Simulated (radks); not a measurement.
Question: Dipole-allowed excitations along the series with 12 electrons in [Ne] 3s2. Calculated with a radial shooting solver on a logarithmic mesh with Libxc functionals: scalar-relativistic Kohn-Sham, LDA (Slater exchange, Perdew-Wang correlation), spin-unpolarised, spherical densities, finite nucleus; Fermi nuclear charge, rms radius of each element as measured or else 0.836 A^(1/3) + 0.57 fm. Time-dependent linear response with the Hartree and adiabatic LDA kernel, continuum included through the Sternheimer equations, no spin-orbit coupling, so fine structure and intercombination lines are absent. Lines are the poles of the dipole polarisability below minus the highest occupied eigenvalue, found on a grid refined at the orbital gaps; the lowest seven at most are given, and weak or close lines can be missed. The first line takes the name of the lowest orbital gap if no other gap lies below it; otherwise a line is named after a gap within 0.6 % of it, if that gap stands alone.

species  -e(HOMO) (eV)  lowest orbital gap (eV)  first line (eV)      f  static alpha (bohr^3)
Cl5+            89.546             3s-3p 14.539   18.686 (3s-3p)   1.24                  2.751
Ar6+            116.18             3s-3p 16.712   21.388 (3s-3p)   1.15                  1.957
Ca8+            178.81             3s-3p 21.104   26.811 (3s-3p)   1.01                  1.097
Sc9+            214.80             3s-3p 23.336   29.551 (3s-3p)  0.957                 0.8531
Ti10+           253.91             3s-3p 25.598   32.319 (3s-3p)  0.908                 0.6765

Estimate the first line of K7+, its oscillator strength and the static polarisability.

Answer: 24.093 eV (3s-3p), f = 1.08, alpha = 1.444 bohr^3.
